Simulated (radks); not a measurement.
Se2.5+, 31.5 electrons, occupied as [Ar] 3d10 4s2 4p(up 0.75, down 0.75) (fractional occupations, a model configuration). All-electron calculation, non-relativistic Kohn-Sham, TPSS, spin-polarised, spherical densities, point nucleus; meta-GGA in the generalised Kohn-Sham scheme. Program: a radial shooting solver on a logarithmic mesh with Libxc functionals.

X-ray form factor f0, the Fourier transform of the density (f0(0) = 31.5):

sin(theta)/lambda (1/angstrom),f0 (electrons)
0.05,31.115
0.1,30.050
0.15,28.529
0.2,26.799
0.25,25.045
0.3,23.367
0.4,20.314
0.5,17.598
0.6,15.167
0.8,11.279
1,8.747
1.25,6.975
1.5,5.998
2,4.696
